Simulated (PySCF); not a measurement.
Molecule: `N#C[SiH](C#N)C#N`, C$_{3}$HN$_{3}$Si.

Geometry (Å), atoms numbered from 1 in this order:
```xyz
8

N    -0.452    2.774   -0.500
C    -0.272    1.708   -0.125
Si    0.018   -0.021    0.515
C     1.602   -0.605   -0.282
N     2.579   -0.968   -0.753
C    -1.342   -1.072   -0.212
N    -2.182   -1.722   -0.639
H     0.058   -0.085    1.971
```

Frames of a GFN2-xTB Langevin trajectory at 600 K; GIAO PBE0/pcSseg-1 shieldings in PySCF 2.14, gas phase, non-relativistic; equivalent atoms averaged within each frame.

δ = σ(ref) − σ, references computed at the same level: $^{15}$N (σref 267.73) against NH3; $^{13}$C (σref 186.93), $^{29}$Si (σref 349.16), $^{1}$H (σref 31.72) vs TMS. The references are static minima.

Question: How do the shifts (ppm) fluctuate along the trajectory?

Answer: 
```csv
time (fs),N1/N5/N7,C2/C4/C6,Si3,H8
optimised geometry,377.7,115.7,-108.3,4.94
250,372.9,113.9,-101.2,4.92
425,369.9,112.9,-95.9,4.59
625,384.3,115.4,-107.1,4.95
800,380.0,118.8,-97.8,5.64
1000,381.1,115.6,-101.9,3.69
mean of frames,377.6,115.3,-100.8,4.76
standard deviation,6.0,2.2,4.3,0.71
```

5 frames give an uncertainty of the mean of about the standard deviation over 2.2 at best, since frames this close in time may not be independent; classical motion lacks zero-point vibration, and the reference would need the same averaging.
